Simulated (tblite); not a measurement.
C4H4BFN (doublet state).
SMILES with atom numbers: `[N:1]#[C:2][B:3]([F:4])[C@@H:5]1[CH:6][CH2:7]1` (hydrogens: H8 on C5; H9 on C6; H10, H11 on C7)
Bond orders are those of one Lewis drawing.

Computed with GFN2-xTB (tblite), gas phase: L-BFGS steps from a force-field or distance-geometry start until the largest atomic force falls under 0.01 eV/Å.

Step 69: E = -526.8382 eV
```
atom  x, y, z in Å  |  force x, y, z in eV/Å
N1      2.5830   -0.5967    1.4130    0.014   0.032  -0.017
C2      1.9731    0.0533    0.6903    0.035   0.013   0.076
B3      1.0786    0.8423   -0.2744   -0.021  -0.072  -0.085
F4      1.6271    1.6876   -1.1273    0.042   0.079   0.037
C5     -0.4320    0.5277   -0.3733   -0.022  -0.077  -0.040
C6     -1.2892    0.0555    0.7330    0.050   0.022  -0.057
C7     -0.8104   -0.9705   -0.1657   -0.161   0.141  -0.040
H8     -0.9575    1.0690   -1.1639    0.033  -0.020   0.052
H9     -2.2796    0.3835    0.9705    0.021  -0.046   0.027
H10    -0.0007   -1.6133    0.1486   -0.013  -0.031   0.014
H11    -1.4872   -1.4356   -0.8767    0.020  -0.040   0.034
```

Step 70: E = -526.8399 eV
```
atom  x, y, z in Å  |  force x, y, z in eV/Å
N1      2.6012   -0.6010    1.3986    0.029   0.018   0.002
C2      1.9829    0.0503    0.6847   -0.010   0.021   0.044
B3      1.0785    0.8404   -0.2716   -0.019  -0.096  -0.021
F4      1.6228    1.6973   -1.1140    0.051   0.104  -0.003
C5     -0.4322    0.5240   -0.3724    0.016  -0.018  -0.062
C6     -1.2996    0.0598    0.7280    0.004   0.032   0.010
C7     -0.8177   -0.9697   -0.1615    0.001   0.038  -0.009
H8     -0.9492    1.0685   -1.1657    0.009  -0.022   0.032
H9     -2.2919    0.3866    0.9594    0.027  -0.026   0.021
H10    -0.0076   -1.6105    0.1637   -0.057   0.000   0.000
H11    -1.4819   -1.4430   -0.8751   -0.051  -0.052  -0.014
```

Question: Estimate the geometry and energy of step 71. (The exact step hangs on the optimiser's Hessian estimate; all steps are aligned on step 70, rigid shifts and turns removed.)

Answer: E = -526.8411 eV, largest force 0.099 eV/Å
```
atom  x, y, z in Å  |  force x, y, z in eV/Å
N1      2.6096   -0.6019    1.3912    0.074  -0.028   0.059
C2      1.9863    0.0497    0.6831   -0.062   0.058  -0.016
B3      1.0781    0.8392   -0.2706    0.015  -0.070  -0.019
F4      1.6223    1.7044   -1.1056    0.030   0.084   0.007
C5     -0.4318    0.5210   -0.3743    0.023   0.016  -0.066
C6     -1.3027    0.0622    0.7252    0.012   0.014   0.015
C7     -0.8222   -0.9695   -0.1611    0.011  -0.007  -0.016
H8     -0.9446    1.0689   -1.1674   -0.008  -0.027   0.016
H9     -2.2939    0.3879    0.9566   -0.013   0.006   0.028
H10    -0.0150   -1.6086    0.1717   -0.018  -0.026   0.003
H11    -1.4808   -1.4507   -0.8747   -0.064  -0.019  -0.010
```

The energy changes by -0.0012 eV. The first-order estimate −F·Δx gives -0.0017 eV and the mean of the old and new forces, exact on a quadratic surface, -0.0012 eV. The step makes an angle of 70° with the force vector and moves no atom by more than 0.011 Å.

The cost below is that of the whole relaxation. On one thread, Intel Xeon Platinum 8259CL at 2.50 GHz (x86_64), shared host, this took 0.67 s wall.
